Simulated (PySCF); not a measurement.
Sn(H)2(Me)(NH2) (CH₇NSn), SMILES [CH3][SnH2][NH2].

Coordinates come from a PBE-D3(BJ)/def2-SVP optimisation. The def2 effective core potentials stand for the cores of Sn; spin–orbit coupling is left out. Other conformers were not sampled.

The numbers are results of TDDFT-B3LYP/def2-SVPD (PySCF), not measurements.

Vertical excitations. The molecule is in vacuum. State labels are in the subgroup Cs.

```csv
state,symmetry,energy (eV),λ (nm),f,main pairs
S1,A',5.57,222,0.069,HOMO→LUMO 93 %
S2,A',6.15,202,0.013,"HOMO→LUMO+1 65 %, HOMO→LUMO+2 32 %"
S3,A',6.38,194,0.071,"HOMO→LUMO+2 63 %, HOMO→LUMO+1 31 %"
S4,A",6.97,178,0.002,HOMO→LUMO+4 99 %
S5,A',7.03,176,0.001,"HOMO→LUMO+3 77 %, HOMO−1→LUMO 20 %"
S6,A',7.20,172,0.018,"HOMO−1→LUMO 76 %, HOMO→LUMO+3 20 %"
S7,A",7.40,168,0.013,HOMO−2→LUMO 97 %
S8,A',7.70,161,0.062,HOMO−1→LUMO+2 89 %
S9,A',7.85,158,0.265,HOMO−1→LUMO+1 83 %
S10,A",7.89,157,0.002,"HOMO→LUMO+6 60 %, HOMO−2→LUMO+2 34 %"
T1,A',4.95,251,0,HOMO→LUMO 86 %
T2,A',5.85,212,0,HOMO→LUMO+1 85 %
T3,A',6.08,204,0,HOMO→LUMO+2 87 %
T4,A',6.67,186,0,"HOMO−1→LUMO 62 %, HOMO−1→LUMO+1 24 %"
```
Triplets are in the Tamm–Dancoff approximation, which puts them higher than full response would, so one can lie above its singlet here.
